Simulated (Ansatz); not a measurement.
`O[SiH2]CC[SiH3]` + `[SiH3][SiH2]S` → `O[SiH2]S[SiH2][SiH3]` + `CC[SiH3]`  (ligand exchange at the Si–C bond)

Gas-phase electronic energies from Ansatz, PBE0-D4/def2-TZVP geometries. CCSD(T)/CBS adds triple-zeta CCSD(T) − MP2 to the extrapolated MP2 energy (def2 sets, frozen cores). DFT in def2-TZVPP. One conformer a species, not always the lowest.

```
  level  ΔE (kJ/mol)
 PBE-D4        -81.3
ωB97X-V        -78.3
```

(1) What does CCSD(T)/CBS give? (An estimate is asked.)

Largest T1 diagnostic among the species: 0.012.

Results:

(1) Computed: -81.2 kJ/mol. The listed levels differ from it by -0.1, 2.9 kJ/mol.
